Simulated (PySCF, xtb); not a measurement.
O3Ta, SMILES [O]1[O][Ta]1=[O] (connectivity only; charge and spin as stated), neutral, multiplicity 2.

Harmonic wavenumbers (cm⁻¹) from xtb with GFN2-xTB at its own minimum, in rising order: 24, 94, 349, 432, 756, 1126.

### Question
What does PBE-D3(BJ)/def2-TZVP in PySCF 2.14.0 give at its own minimum? (Estimate from the structure and the level; the computed values follow.)

### Answer
197, 242, 580, 589, 902, 962. Paired by order, the mean absolute difference is 170 cm⁻¹ and the zero-point energies are 4.0 and 5.0 kcal/mol.
